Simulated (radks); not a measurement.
Results of a calculation; reference values are marked as such.
Problem. These are the eigenvalues of the occupied orbitals of an atom or ion with whole-number occupations (Ry). Level of theory: scalar-relativistic Kohn-Sham, BLYP, spin-polarised, spherical densities, finite nucleus; Fermi nuclear charge, rms radius of each element as measured or else 0.836 A^(1/3) + 0.57 fm (a radial shooting solver on a logarithmic mesh with Libxc functionals).

| orbital | eigenvalue |
|---|---|
| 1s | -2354.551 |
| 2s | -463.2755 |
| 2p | -429.5419 |
| 3s | -170.6009 |
| 3p | -159.8765 |

Which element is it, and in what charge state? The configuration may be excited. Open shells, if any, are filled with parallel spins first.

Solution. Z = 51, antimony, charge +33: Sb33+ in [Ar]. The list shows which subshells hold electrons but not how many an open one holds; the 1s level, -1177.3 hartree, gives Z - s = 48.5 by -(Z - s)^2/2, which with screening and relativity narrows Z to a few neighbours, and the depths of the outer levels then fix element, charge and occupations together.
